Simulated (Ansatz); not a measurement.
Geometry optimisation, DFT PBE, scalar-relativistic, plane waves, PAW in Ansatz.

Input:

```yaml
crystal:
  lattice:
    - [0.0, 5.43, 5.43]
    - [5.43, 0.0, 5.43]
    - [5.43, 5.43, 0.0]
  atoms:
    - { symbol: Si, position: [0.0, 0.0, 0.0] }
    - { symbol: Si, position: [0.125, 0.125, 0.125] }
    - { symbol: Si, position: [0.0, 0.0, 0.5] }
    - { symbol: Si, position: [0.125, 0.125, 0.625] }
    - { symbol: Si, position: [0.0, 0.5, 0.0] }
    - { symbol: Si, position: [0.125, 0.625, 0.125] }
    - { symbol: Si, position: [0.0, 0.5, 0.5] }
    - { symbol: Si, position: [0.125, 0.625, 0.625] }
    - { symbol: Si, position: [0.5, 0.0, 0.0] }
    - { symbol: Si, position: [0.625, 0.125, 0.125] }
    - { symbol: Si, position: [0.5, 0.0, 0.5] }
    - { symbol: Si, position: [0.625, 0.125, 0.625] }
    - { symbol: Si, position: [0.5, 0.5, 0.0] }
    - { symbol: Si, position: [0.625, 0.625, 0.125] }
    - { symbol: Si, position: [0.5, 0.5, 0.5] }
    - { symbol: Si, position: [0.625, 0.625, 0.625] }
    - { symbol: As, position: [0.30824166, 0.80981472, 0.30991554], spin: 1.0 }
magnetization:
  spin_polarized: true
basis:
  ecutwfc: 420.0
kpoints:
  mp_grid: { grid: [2, 2, 2] }
hamiltonian:
  xc: pbe
  pseudopotentials: { kind: paw, azcp: { folder: soft_1 } }
scf:
  occupations: { method: fermi_dirac, width: 0.02 }
  lower_state_search: "off"
relax:
  f_tol: 0.03
  max_steps: 60
  adjacent_minimum: "off"
```

Command:

```bash
$ ansatz run input.yaml --threads 2 --pin off --max-ram 5120MiB --backend cpu --events-out ev --progress --plain --runs-dir out
```

Q: Where does it end, and by what steps?

A: The run converged. Limits of this set-up: coarse k mesh. After 5 steps the energy has fallen by 1.662 eV; Si11 moved furthest, 0.45 Å.

```json
{"step": "0", "energy less start (eV)": "0.0000", "largest force component (eV/Å)": "3.005", "accepted": "yes"}
{"step": "1", "energy less start (eV)": "-1.1954", "largest force component (eV/Å)": "1.186", "accepted": "yes"}
{"step": "2", "energy less start (eV)": "-1.6165", "largest force component (eV/Å)": "0.187", "accepted": "yes"}
{"step": "3", "energy less start (eV)": "-1.6599", "largest force component (eV/Å)": "0.038", "accepted": "yes"}
{"step": "4", "energy less start (eV)": "-1.6600", "largest force component (eV/Å)": "0.046", "accepted": "yes"}
{"step": "5", "energy less start (eV)": "-1.6620", "largest force component (eV/Å)": "0.002", "accepted": "yes"}
```

```xyz
17
Lattice="0.0000 5.4300 5.4300 5.4300 0.0000 5.4300 5.4300 5.4300 0.0000" Properties=species:S:1:pos:R:3
Si 0.083 -0.027 0.082
Si 1.487 1.213 1.487
Si 2.856 2.581 -0.134
Si 4.096 3.986 1.271
Si 2.968 0.252 2.967
Si 4.328 1.612 4.327
Si 5.513 2.797 2.687
Si 6.917 4.202 3.928
Si -0.133 2.581 2.855
Si 1.271 3.986 4.096
Si 2.456 5.171 2.456
Si 3.817 6.531 3.816
Si 2.688 2.797 5.512
Si 3.929 4.202 6.917
Si 5.297 5.570 5.296
Si 6.701 6.811 6.701
As 6.107 3.392 6.106
```

The run took 54 s on 2 threads of Arm Neoverse V2 (shared host), peak memory 0.73 GiB.
